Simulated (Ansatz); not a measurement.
C₂H₇InOS (`CS[CH](O)[InH2]`). Total charge 0; spin multiplicity 1. Correlated methods include outer-core shells of In, which these sets cover unevenly. In takes the def2 core potential.

Z-matrix (Å, degrees):
```
C
S 1 1.800
H 1 1.090 2 111.1
H 1 1.091 2 110.3 3 -122.2
H 1 1.090 2 107.4 3 118.7
C 2 1.870 1 100.2 3 53.7
In 2 2.816 1 103.8 3 2.0
O 6 1.388 2 111.6 1 142.2
H 6 1.095 2 105.2 1 18.6
H 7 1.722 2 104.4 1 -18.9
H 7 1.712 2 110.7 1 -158.4
H 8 0.965 6 109.4 2 -63.7
```

Q: Give the diagnostics of a CCSD(T)/def2-TZVPP run (frozen core, Ansatz). (Best estimate.)

A: Computed: T1 = 0.0138, largest single amplitude 0.024, largest double 0.031, (T) share of the correlation energy 3.8 %, 10 CCSD cycles. The RHF solution is stable towards an unrestricted one. T1 lies under the customary mark of 0.02 for closed shells.
